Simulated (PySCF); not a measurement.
ZrIF3 (singlet state).
Bonds: Zr1–I2, Zr1–F3, Zr1–F4, Zr1–F5.

Method used: PySCF 2.14.0, density-fitted response routines, TDDFT wB97X-D/def2-SVPD, vertical, gas phase, core orbitals frozen in the response, def2 core potentials past Kr. Geometry: PBE0-D3(BJ)/def2-SVP; no solvent, vibrations or thermal averaging. Spin–orbit coupling is left out.

Question: Predict the UV-vis stick spectrum at this level.

Answer: 

| state | λ (nm) | E (eV) | f | main configurations (H = HOMO, L = LUMO) |
| --- | --- | --- | --- | --- |
| S1 | 245.0 | 5.06 | 0.0000 | H-1/H→L/L+1 (99%) |
| S2 | 241.3 | 5.14 | 0.0003 | H-1/H→L/L+1 (≥79%) |
| S3 | 241.2 | 5.14 | 0.0003 | H-1/H→L/L+1 (≥78%) |
| S4 | 216.8 | 5.72 | 0.092 | H-1/H→L/L+1 (82%), H-2→L+2 (15%) |
| S5 | 213.1 | 5.82 | 0.0020 | H-1/H→L+2 (≥97%) |
| S6 | 213.0 | 5.82 | 0.0020 | H-1/H→L+2 (97%) |
| S7 | 201.6 | 6.15 | 0.0031 | H-2→L/L+1 (≥90%) |
| S8 | 201.2 | 6.16 | 0.0030 | H-2→L/L+1 (≥91%) |
| S9 | 183.6 | 6.75 | 0.0001 | H-1/H→L+4 (≥50%), H-1/H→L+5 (≥47%) |

Triplets (Tamm–Dancoff): T1 4.80 eV, H-1/H→L/L+1 (≥97%); T2 4.93 eV, H-1/H→L/L+1 (≥77%); T3 4.93 eV, H-1/H→L/L+1 (≥78%).

The lowest singlet comes at 245 nm (488 kJ/mol) in the ultraviolet; it is dark (f under 0.0005); its leading configuration is HOMO-1/HOMO→LUMO/LUMO+1 (99%). The most intense listed level is S4 at 5.72 eV (217 nm, f = 0.092), 0.66 eV above S1. S2/S3 and S5/S6 lie within about 0.01 eV of each other in each set; the point group C3v has degenerate representations, and within a degenerate level the listed configurations can mix freely. For S1 the Löwdin share of zirconium is 10% in HOMO and 70% in LUMO (ligand-to-metal charge transfer by this measure); for S4 the Löwdin share of zirconium is 10% in HOMO and 70% in LUMO+1. Of the 9 states listed, 1 reaches f = 0.01 and 4 stay under 0.0005. The listed states span 1.69 eV. Orbital energies (eV): HOMO-3 -14.50, HOMO-2 -11.39, HOMO-1 -10.15, HOMO -10.15, LUMO -0.40, LUMO+1 -0.40, LUMO+2 0.12. No computed singlet lies in the visible range (380 to 750 nm); the lowest, at 245 nm, stands 1.80 eV above its violet end (3.26 eV). All these states lie below the vertical ionisation energy of 10.63 eV (ΔSCF). Orbitals of the list HOMO-3 to LUMO+2 that lie within 0.01 eV of each other are written together with a slash and their weights summed (≥ marks a lower bound); for degenerate orbitals outside that list single weights are arbitrary. Only the lowest 10 singlets were computed, as vertical energies without vibronic structure. The highest level found (6.77 eV, f 0.0001 so far) is left out, since the window may have cut off a degenerate partner.
